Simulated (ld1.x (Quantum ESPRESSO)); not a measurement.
What one change does to a pseudopotential (aluminium, TM)

| Property | Result |
| --- | --- |
| Element | aluminium (Al) |
| Generator | ld1.x (Quantum ESPRESSO) 7.5 |
| Type | norm-conserving Troullier–Martins (Kleinman–Bylander form) |
| Functional | PBEsol |
| Relativity | scalar-relativistic |
| Frozen core | [Ne] |
| Valence charge | 3 |
| Reference configuration | 3s1 3p2 |
| Partial waves | 3p (bound): rc 2.90 bohr; 3d channel at -0.1 Ry: rc 2.40 bohr; 3s (bound): rc 1.80 bohr |
| Local potential | the s channel |
| Core correction | none |

All-electron outer shells of the reference configuration (PBEsol, scalar-relativistic, ld1.x):

```
shell  level (eV)  outermost node (bohr)  outermost maximum (bohr)
   2s     -109.67                   0.16                      0.50
   2p      -71.35                      –                      0.43
   3s       -8.53                   0.80                      2.06
   3p       -3.32                   0.81                      2.58
```

Change: functional LDA (PZ).

Cutoffs: the cutoffs (Ry, on a coarse ladder) from which the occupation-weighted sum of valence levels, in a spherical-Bessel basis at the reference potential, stays within 10 and 1 mRy of its value at 400 Ry; they do not see the model core or the augmentation charge, which bear on the density cutoff. Errors are all-electron minus pseudo energies relative to the spin-unpolarised reference configuration.

Q: How do hardness, ghosts and transferability respond?

A: The potential gets harder (8 Ry and 25 Ry → 10 Ry and 25 Ry); the number of tests with a reliable result goes from 7 to 9; of the 7 tests that both files solve, the error grows in 7 and shrinks in 0 by more than 15 % and 0.3 meV (median size 4.2 → 8.7 meV); neither file shows a bound ghost.

```csv
quantity,base,changed
"cutoff, loose",8 Ry,10 Ry
"cutoff, tight",25 Ry,25 Ry
loose cutoff by channel (10 mRy a level),"p 6 Ry, s 8 Ry","p 6 Ry, s 10 Ry"
bound ghosts,none,none
"error for 3s2 3p1, meV [ΔE -5.12 → -5.16 eV]",+5.1,+8.7
"error for 3s2 3p0, meV [ΔE 0.62 → 0.69 eV]",-0.2,+3.6
"error for 3s1 3p0, meV [ΔE 19.79 → 20.07 eV]",-4.2,+47
"error for 3s2 3p1.3, meV [ΔE -5.69 → -5.75 eV]",+5.5,+9.4
"error for 3s2 3p0.5, meV [ΔE -3.05 → -3.03 eV]",+3.5,+6.4
"error for 3s0 3p3, meV [ΔE 5.29 → 5.35 eV]",+5.4,+11
"error for 3s1 3p1, meV [ΔE 6.41 → 6.51 eV]",+0.2,+4.9
s: phases at 3.13 bohr within 0.05 rad from the reference energy up to (Ry; the scan ends near 5),1.4,1.4
p: phases at 3.13 bohr within 0.05 rad from the reference energy up to (Ry; the scan ends near 5),1.5,1.5
d: phases at 3.13 bohr within 0.05 rad from the reference energy up to (Ry; the scan ends near 5),2.5,2.5
```
